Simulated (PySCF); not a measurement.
TiOF2, SMILES [O]=[Ti]([F])[F], multiplicity 1. The structure is a stationary point at PBE-D3(BJ)/def2-SVP. The multiplicity is an assumed one; other spin states were not compared.

Calculation: PBE-D3(BJ)/def2-SVP in PySCF.

Harmonic wavenumbers (cm⁻¹): 111, 209, 273, 692, 789, 1078. Rotational constants (GHz): 7.689, 5.287, 3.253; symmetry number 1.

Question: Work out the zero-point energy and the ideal-gas rigid-rotor harmonic-oscillator thermochemistry at 298.15 K and 1 atm.

Answer: ZPE = ½ Σ hcν = ½ × 3153 cm⁻¹ = 4.51 kcal/mol. H − E(el) = 8.09 kcal/mol. Entropy in cal/(mol K): translation 39.77, rotation 25.30, vibration 7.49, total 72.56. G − E(el) = -13.54 kcal/mol. Cp = 15.25 cal/(mol K). Modes under 150 cm⁻¹ make the vibrational entropy uncertain.
